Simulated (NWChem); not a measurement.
Two isomers of C$_{4}$H$_{3}$N, each optimised at PBE0/def2-SVP with NWChem. 

A: C#CCC#N
B: C=C=CC#N

Q: Which is lower in energy, by how much, and how do their other properties compare?

A: B is lower by 8.6 kcal/mol in electronic energy; with zero-point energies, B − A = -9.0 kcal/mol.
```json
[
 {"": "highest occupied level (eV)", "A": "-8.40", "B": "-8.13"},
 {"": "orbital gap (eV)", "A": "8.65", "B": "6.77"},
 {"": "dipole (D)", "A": "3.56", "B": "4.28"},
 {"": "highest harmonic frequency (cm⁻¹)", "A": "3489", "B": "3248"},
 {"": "zero-point energy (kcal/mol)", "A": "34.8", "B": "34.5"}
]
```
